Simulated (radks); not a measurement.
Rb III, 35 electrons, occupied as [Ar] 3d10 4s2 4p5. Method: Dirac Kohn-Sham, revPBE, spin-unpolarised, spherical densities, point nucleus; open shells fill j = l - 1/2 first; computed with a radial shooting solver on a logarithmic mesh with Libxc functionals.

Spin-orbit splittings of the eigenvalues, e(l+1/2) - e(l-1/2), with zeta = 2 splitting/(2l+1) and mean radii in bohr:

| shell | occ. | splitting (eV) | zeta (eV) | <r> j=l-1/2 | <r> j=l+1/2 |
|---|---|---|---|---|---|
| 2p | 6 | 60.78 | 40.52 | 0.1523 | 0.1563 |
| 3p | 6 | ? | ? | 0.5114 | 0.5218 |
| 3d | 10 | 1.552 | 0.6209 | 0.5224 | 0.5262 |
| 4p | 5 | 0.9755 | 0.6503 | 1.617 | 1.647 |

Estimate the 3p splitting.

Answer. 9.133 eV (zeta = 6.089 eV).
